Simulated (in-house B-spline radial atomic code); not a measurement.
RPA and G0W0 on PBE: Sb3+

Configuration [Kr] 4d10 5s2, mean-field start PBE. Computed with an all-electron radial atomic-structure program (B-spline basis): all electrons, scalar-relativistic (spin-free one-electron X2C), finite nucleus, each spin shell either full or empty, empty states to l = 9 with an (l + 1/2)⁻⁴ tail; G0W0 by contour deformation at full frequency.

Command:
```bash
python run_gw.py task.json out
```
Settings (radii: box in bohr, nucleus in fm):
```
Z                        51
electrons                48
configuration            [Kr] 4d10 5s2
hamiltonian              x2c
method                   pbe,pbe
lmax                     9
rms_radius               4.6802
spin_polarised           False
box_radius               14.14
intervals                68
ion_configuration        [Kr] 4d10 5s1
```

Time taken, with all properties: 13 s on 1 thread of Arm Neoverse N1 (shared host).

Energies (hartree):

```tsv
term	value
mean-field total	-6478.54987
Hartree-Fock functional on these orbitals	-6476.21819
direct second order	-4.4253
second-order exchange	1.2152
SOSEX correction	1.1213
```

Question: What is the RPA correlation energy, and what remains with SOSEX?

Answer: RPA gives -3.8483 hartree (-2.18 eV per electron); RPA + SOSEX gives -2.7271, and the second-order doubles -3.2101 hartree (no singles). RPA lacks exchange-type terms and so overcorrelates at short range.

Quasi-particle levels (eV):

```
level  occupied  mean field  Σx - vxc     Σc  QP weight     G0W0
   5s       yes      -38.88     -3.00      ?          ?        ?
   4d       yes      -62.75    -10.42   1.25      0.891   -71.93
   5p        no     -28.862      5.34  -1.60      0.949  -25.118
```

G0W0 = mean field + (Σx - vxc) + Σc, with Σc (partial-wave tail included) taken at the quasi-particle energy. Only the outer levels were computed. Levels of low weight are left out.

Question: Where does G0W0 put 5s?

Answer: At -44.21 eV, with Σc = -2.33 eV and a quasi-particle weight of 0.950. The tabulated removal energy is 43.804 ± 0.025 eV (NIST, measured); the calculation leaves out spin-orbit coupling, Breit and QED terms, and what these don't explain is the method's own error.

Question: What does it cost to remove one electron (to [Kr] 4d10 5s1) by differences of total energies, each species on its own start (correlation terms add to the Hartree-Fock functional)?

Answer: PBE 43.97 eV, Hartree-Fock functional 41.58 eV, + RPA 44.21 eV, + RPA + SOSEX 43.62 eV, + second order 45.23 eV. Tabulated: 43.804 ± 0.025 eV (NIST, measured); the calculation leaves out spin-orbit coupling, Breit and QED terms, and what these don't explain is the method's own error.
